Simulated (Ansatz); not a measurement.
Relaxation of AlClH4O2Si (9 atoms, charge 0, multiplicity 1), to a largest force component of 0.02 eV/Å in at most 40 steps.

These are results of Ansatz, RKS B3LYP-D4/STO-3G, not measurements.

```xyz
9
Properties=species:S:1:pos:R:3
Al 0.000 0.000 0.000
O 0.000 0.000 1.780
Si -1.315 -0.407 2.744
H -2.239 -1.240 1.980
H -0.851 -1.143 3.916
H -1.999 0.809 3.173
O 1.542 0.000 -0.890
H 1.841 -0.952 -1.045
Cl -1.931 0.000 -1.115
```

Task: Where does it end, and by what steps?

Result: It converged. The force dipped under the threshold on the way, but the program's further checks kept it going. Limits of this set-up: minimal basis. After 17 steps the energy has fallen by 0.818 eV; H8 moved furthest, 1.02 Å.

```
step  energy less start (eV)  largest force component (eV/Å)  accepted
   0                  0.0000                           3.277       yes
   1                 -0.4422                           1.627       yes
   2                 -0.5069                           0.970       yes
   3                 -0.5438                           1.359       yes
   4                 -0.6241                           0.733       yes
   5                 -0.6537                           1.652       yes
   6                 -0.7641                           0.338       yes
   7                 -0.7608                           0.496        no
   8                 -0.7912                           0.206       yes
   9                 -0.8076                           0.093       yes
  10                 -0.8139                           0.046       yes
  11                 -0.8132                           0.371        no
  12                 -0.8161                           0.030       yes
  13                 -0.8168                           0.126       yes
  14                 -0.8175                           0.062       yes
  15                 -0.8180                           0.005       yes
  16                 -0.8182                           0.012       yes
  17                 -0.8182                           0.010       yes
```

```xyz
9
Properties=species:S:1:pos:R:3
Al 0.132 -0.268 0.161
O 0.071 -0.509 1.810
Si -1.358 -0.449 2.716
H -2.311 -1.455 2.286
H -0.996 -0.704 4.092
H -1.995 0.852 2.631
O 1.639 -0.352 -0.606
H 1.470 -0.181 -1.598
Cl -1.603 0.135 -0.948
```

The run took 45 s on 1 thread of Arm Neoverse V2, on a shared host, peak memory 0.15 GiB.
